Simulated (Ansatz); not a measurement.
C2H6ClNOSi can be A, `N=C(O)C[SiH2]Cl`, or B, `N[SiH](C=O)CCl`.

Isolated molecules relaxed with PBE0-D4/def2-TZVP in Ansatz; ΔE leaves out vibrations. CBS: MP2 limit from def2 TZ/QZ plus the TZ coupled-cluster correction, frozen cores. Functionals use def2-TZVPP. B3LYP here is the variant with VWN-RPA as its local correlation; programs differ in this. One conformer a species, not always the lowest.

Task: Which isomer does CCSD(T)/CBS put lower? Give the gap. (Estimate.)

Result: Ansatz gave: A, by 107.5 kJ/mol.

Task: Give E(B) − E(A) in kJ/mol with r2SCAN-D4, B3LYP-D4, CCSD(T)/def2-TZVPP, ωB97M-V, CCSD/def2-TZVPP, PBE0-D4, PBE-D4. (An estimate is asked.)

Result: The calculation gave: r2SCAN-D4 119.1, B3LYP-D4 105.8, CCSD(T)/def2-TZVPP 110.3, ωB97M-V 110.5, CCSD/def2-TZVPP 110.3, PBE0-D4 117.5, PBE-D4 111.9. None reverses the order clearly.

Largest T1 diagnostic: 0.013.

From PBE to PBE0 (25 % exact exchange), in def2-TZVPP and without D4, E(B) − E(A) moves by +5.5 kJ/mol.
